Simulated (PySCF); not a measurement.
## MCl for M along group 14

CCSD(T) with double-zeta basis sets in PySCF, for the lowest determinant that a PBE0 search found; no spin–orbit coupling. De refers to high-spin ground-configuration atoms.

```csv
M,basis,"reference, frozen orbitals",state (unpaired electrons),Re (Å),ωe (cm⁻¹),De (eV)
C,def2-SVPD,"UHF, 6",doublet (π ↑),1.676,853,3.67
Si,def2-SVPD,"UHF, 10",doublet (π ↑),2.118,506,3.91
Ge,cc-pVDZ-PP/cc-pV(D+d)Z,"UHF, 9",doublet (π ↑),2.203,400,3.51
Sn,x2c-SVPall,"UHF, 23",doublet (π ↑),2.396,360,3.34
Pb,def2-SVP,"UHF, 9",doublet (π ↑),2.499,324,3.15
```

The shortest bond is that of CCl (1.676 Å), the longest that of PbCl (2.499 Å).

The rows differ in basis set, which adds steps of its own.

Down a group the atoms grow and get heavier, so bonds lengthen and wavenumbers fall; this series shows no clear exception.

Correlated steps freeze the inner cores (6 to 23 orbitals); shallow outer-core shells are correlated. Correlated levels converge slowly with the basis: in double zeta they bind strong bonds too weakly, by up to about 1 eV, and carry superposition errors of some tenths. These are scalar-relativistic numbers at best; spin–orbit coupling would shift them, the dissociation energy most. States were picked by a PBE0 search and need not be the measured ground states.
